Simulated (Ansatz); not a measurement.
C₂HO, charge -1, singlet, geometry from GFN2-xTB (a gas-phase anion, which may not be bound at this level); Ansatz (a program for electronic structure) with B97M-V/aug-cc-pVDZ.

Input for Ansatz:
Ansatz 0.2 input:
```yaml
crystal:
  periodic: [false, false, false]
  atoms:
    - {symbol: C, position_ang: [0.01788210, -0.12688834, -1.22755692]}
    - {symbol: C, position_ang: [0.01203885, -0.07902655, -0.00461356]}
    - {symbol: H, position_ang: [0.10093196, -0.67882411, -2.12908504]}
    - {symbol: O, position_ang: [-0.03505720, 0.23928919, 1.19026348]}
basis:
  gaussian:
    orbitals: aug-cc-pVDZ
hamiltonian:
  xc: {name: B97M-V}
total_charge: -1
```

What the program printed (banner, timings and long lists left out):

```
Functional definition: B97M-V
681 factors; their error is unknown
mean field evaluation 1: about -4130.3761 eV, gradient 4.8e1 eV
mean field evaluation 2: about -4106.3654 eV, gradient 9.6e1 eV
mean field evaluation 4: about -4135.9892 eV, gradient 1.2e1 eV
mean field evaluation 8: about -4136.2953 eV, gradient 1.7e-1 eV
mean field evaluation 16: about -4136.2773 eV, gradient 2.2e-5 eV
mean field -4136.27729001 eV, -152.0053867384 hartree, gradient 2.2e-5 eV, S^2 0.000000; 0 other end points of the search recorded, 0 dependent functions left out
reference -4136.27734919 eV, -152.0053889133 hartree; 11, 11 occupied and 67, 67 virtual orbitals, 681 factors
Total energy: -4136.27734919 eV, -152.0053889133 hartree
```
